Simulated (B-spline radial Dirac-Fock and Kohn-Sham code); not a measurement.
Energy-loss ionisation edge N1 (4s) of Rb

System: neutral rubidium in the configuration 1s2 2s2 2p6 3s2 3p6 3d10 4s2 4p6 5s1. These are calculated numbers from a radial atomic solver; the model is the first Born approximation with generalised oscillator strengths from a Dirac-Hartree-Slater potential (longitudinal and transverse terms; continuum final states only, so no white lines or fine structure). The edge is taken at 36.20 eV (orbital energy of the model).

Partial cross sections σ(β, Δ) in barn, integrated over a window Δ above the edge and up to the collection semi-angle β, for parallel illumination:

```tsv
E₀ (kV)	β (mrad)	Δ = 25 eV	Δ = 50 eV	Δ = 100 eV	Δ = 200 eV	Δ = 300 eV
60	5	6560	9910	12900	14500	14800
80	10	14600	18600	22200	24400	25000
80	20	35000	42600	47500	50500	51400
80	50	46500	62600	75700	83700	85800
80	100	46500	62600	76000	85200	88900
120	5	6010	8570	11000	12300	12700
120	20	?	?	?	?	?
200	5	6240	8410	10500	11700	12100
200	20	24100	31900	37200	39600	40300
200	50	24600	33200	40500	45500	47500
200	100	24600	33200	40500	45500	47500
300	5	6950	8970	10900	12000	12400
300	50	19800	26900	32800	36900	38500
300	100	19800	26900	32800	36900	38500
```

**Question.** Give the row for 120 kV and 20 mrad.

**Answer.** 30500 b for 25 eV, 38500 b for 50 eV, 43100 b for 100 eV, 45700 b for 200 eV, 46500 b for 300 eV.
